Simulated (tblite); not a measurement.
Species: C₄H₈F₂O₂.
Numbering: `[CH3:1][CH2:2][O:3][CH2:4][O:5][CH:6]([F:7])[F:8]` (hydrogens: H9, H10, H11 on C1; H12, H13 on C2; H14, H15 on C4; H16 on C6)

Structure used (GFN2-xTB), in Å, numbered top down from 1:
```xyz
16
C4H8F2O2 angstrom
C     -2.4393    0.2396   -0.1753
C     -1.1766   -0.3215    0.4538
O     -0.2218   -0.5481   -0.5851
C      0.9713   -1.0781   -0.1576
O      1.7424   -0.1608    0.6146
C      2.1178    0.9536   -0.0529
F      2.3394    1.9367    0.8303
F      3.2959    0.7638   -0.7046
H     -2.2229    1.1797   -0.6748
H     -2.8289   -0.4603   -0.9088
H     -3.1889    0.4090    0.5921
H     -0.7620    0.3798    1.1885
H     -1.3818   -1.2744    0.9607
H      0.8410   -1.9360    0.5159
H      1.5264   -1.3764   -1.0554
H      1.3803    1.3024   -0.7993
```

Computed with GFN2-xTB (tblite): harmonic, unscaled wavenumbers at the GFN2-xTB geometry, gas phase. Against measured fundamentals such values can be off by several per cent, at times by over 20. One conformer, not necessarily the lowest.

Harmonic wavenumbers (cm⁻¹): 29.3, 48.4, 68.8, 136.8, 188.7, 221.0, 295.2, 386.1, 438.0, 498.0, 551.6, 657.9, 836.1, 881.1, 967.7, 993.6, 1028.8, 1058.3, 1091.1, 1095.0, 1131.1, 1148.6, 1173.7, 1245.1, 1252.2, 1276.0, 1296.3, 1327.9, 1340.3, 1401.3, 1438.2, 1472.0, 1484.9, 1491.1, 2868.2, 2884.0, 2908.7, 2914.9, 2930.7, 3053.9, 3054.3, 3058.0.

A = 3973, B = 1013, C = 910.0 MHz; mass 126.049 u (most abundant isotopes); point group C1, symmetry number 1.

Task: Zero-point energy?

Result: Half the sum of the wavenumbers: 26811 cm⁻¹ = 320.73 kJ/mol.

Task: What is S at 298.15 K and 1 bar for an ideal gas of classical rigid rotors and harmonic oscillators?

Result: Translation 169.18, rotation 120.77, vibration 117.39: S = 407.3 J/(mol K).

Task: And Cp and H(298.15 K) − H(0)?

Result: Cp = 136.27 J/(mol K), of which vibrations give 103.01 (their classical limit is 42 R = 349.2); H(298.15 K) − H(0) = 26.55 kJ/mol without the zero-point energy, 16.64 from vibrations.

Task: How do the functions run with temperature in this model?

Result: 
| T (K) | S (J/(mol K)) | Cp (J/(mol K)) | H − H(0) (kJ/mol) | G − H(0) (kJ/mol) | ln q(vib) |
| --- | --- | --- | --- | --- | --- |
| 50 | 251.8 | 58.7 | 2.30 | -10.29 | 1.02 |
| 100 | 298.0 | 76.1 | 5.68 | -24.12 | 2.50 |
| 373.15 | 440.7 | 161.9 | 37.74 | -126.70 | 9.07 |
| 500 | 493.7 | 201.1 | 60.83 | -186.01 | 11.80 |
| 750 | 586.5 | 256.3 | 118.55 | -321.35 | 16.97 |
| 1000 | 665.5 | 291.6 | 187.35 | -478.11 | 21.79 |

q(vib) and H(0) count from the zero-point level.

Task: What must be added to the electronic energy to get the Gibbs energy at 298.15 K and 1 bar?

Result: ZPE + [H(298.15 K) − H(0)] − T·S = 320.73 + 26.55 − 121.45 = 225.83 kJ/mol.

Task: Blend soft modes into free rotors: weight 1/[1 + (100 cm⁻¹/ν̃)⁴] for the oscillator and the rest for a rotor with moment μB/(μ + B), μ = h/(8π²ν), B = 10⁻⁴⁴ kg m². What vibrational entropy results?

Result: 101.21 J/(mol K) in place of 117.39, which changes −T·S at 298.15 K by +4.82 kJ/mol.

Hindered rotation and anharmonicity are outside this model. Other conformers, if any are populated, would add a mixing term that is left out. The structure is chiral; the term R ln 2 for an equal mix with its mirror image is left out.

The run took 0.42 s on one thread, Arm Neoverse V1 (aarch64), shared host with 32 logical CPUs at a one-minute load of 18. This covers the Hessian and the dipole derivatives.
